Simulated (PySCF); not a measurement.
What went wrong, or what changed?

The sound run of [OsOF3]+ (triplet) uses PySCF 2.14.0, UKS B3LYP, Os def2-SVP with ECP60, O def2-SVP, F def2-SVP; non-relativistic Hamiltonian with scalar-relativistic core potentials where named; density fitting; no spin-orbit coupling, grid (50, 194), threshold 1e-8 and 55 cycles at the relaxed geometry. This run differs:

```python
mol = gto.M(atom='''
Os     0.06828     0.04015    -0.03524
O      1.01329     0.98158     0.94390
F     -1.10450    -1.12419     0.74821
F      1.01635    -1.28234    -0.85561
F     -1.24724     0.99449    -0.85939''',
    basis={'Os': 'def2-SVP', 'O': 'def2-SVP', 'F': 'def2-SVP'},
    ecp={'Os': 'def2-SVP'},
    charge=1, spin=2)
mf = dft.UKS(mol, xc='B3LYP')
mf.grids.atom_grid = (50, 194)
mf = mf.density_fit()  # fitting sets: Os def2-universal-JKFIT, O def2-universal-JKFIT, F def2-universal-JKFIT
mf.conv_tol = 1e-08; mf.max_cycle = 64
mf.kernel(mf.get_init_guess(key='1e'))
mf.nuc_grad_method().kernel()
```

What was changed, and how did it end?

The start was changed to the bare core Hamiltonian. It converged in 19 cycles, 0.000 eV from the sound run, largest force component 0.00 eV/Å. The cycle limit differs too. No harm here: the result survives it.
```
init E= -435.624900965083
cycle= 1 E= -371.267053536921  delta_E= 64.4  |g|= 12.1  |ddm|= 27.8
cycle= 2 E= -422.821679028373  delta_E= -51.6  |g|= 7.35  |ddm|= 28.4
cycle= 3 E= -442.760571459782  delta_E= -19.9  |g|=  6.7  |ddm|=  9.2
cycle= 4 E= -460.1978402076  delta_E= -17.4  |g|= 2.82  |ddm|= 6.69
cycle= 5 E= -458.228400859144  delta_E= 1.97  |g|= 3.52  |ddm|= 5.19
...
cycle= 17 E= -464.800789709224  delta_E= -1.62e-07  |g|= 0.000101  |ddm|= 0.000949
cycle= 18 E= -464.800789749498  delta_E= -4.03e-08  |g|= 7.74e-05  |ddm|= 0.000657
cycle= 19 E= -464.800789755068  delta_E= -5.57e-09  |g|= 3.37e-05  |ddm|= 0.000162
Extra cycle  E= -464.800789753721  delta_E= 1.35e-09  |g|= 8.38e-05  |ddm|= 9.53e-05
converged SCF energy = -464.800789753721  <S^2> = 2.0068558  2S+1 = 3.004567
```

Started from ions, an open shell can land on another state than the sound run's, and that then enters the shifts.

Run from Python with OMP_NUM_THREADS=2; the lines above give its settings.
It took 4.8 s on 2 threads of Arm Neoverse V1 (shared host).

Open shells may have lower solutions than the one found.
